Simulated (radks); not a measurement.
The numbers below are computed, except where a source is named.
Spherical quantum dot in the effective-mass picture: electrons in a parabolic well V = omega^2 r^2 / 2 with omega = 0.777, all in effective atomic units (hartree* = m*/eps^2 hartree, bohr* = eps/m* bohr), one dielectric constant everywhere. Level of theory: non-relativistic Kohn-Sham, r2SCAN, spin-polarised, spherical densities, generalised Kohn-Sham scheme (a radial shooting solver with Libxc functionals). Levels are named by radial order and angular momentum (1s, 1p, 1d, 2s, ...), and open shells are averaged over m. Results are scaled to m* = 0.26 and eps = 8.2, for which hartree* = 105.2 meV and bohr* = 1.669 nm.

N = 10, configuration 1s2 1p6 1d(up 2, down 0). This is the lowest configuration that the search found. Occupied and some empty levels:

level,occupation,eigenvalue (meV),<r> (nm)
1s up,1,565.69,2.934
1s down,1,568.43,2.847
1p up,3,611.78,3.611
1p down,3,617.67,3.570
1d up,2,665.95,4.108
1d down,0,673.47,4.090
2s up,0,680.75,3.568
2s down,0,684.53,3.603
1f up,0,726.34,4.522
1f down,0,735.02,4.505
2p up,0,745.01,4.089
2p down,0,750.28,4.056

Energy (meV): total 4076.91, kinetic 667.65, external 1589.6, Hartree 2216.2, exchange-correlation -396.54.

Electron density:

r (nm),n(r) (e/nm^3)
0.337,0.01879
0.712,0.02062
1.09,0.02334
1.46,0.02625
1.84,0.02867
2.21,0.02997
2.59,0.02971
2.96,0.02769
3.34,0.02410
3.72,0.01947
4.09,0.01450
4.46,0.009951
4.84,0.006243
5.22,0.003575
5.59,0.001865
5.97,0.0008860
6.34,0.0003836
6.72,0.0001514
7.09,0.00005485
7.47,0.00001811
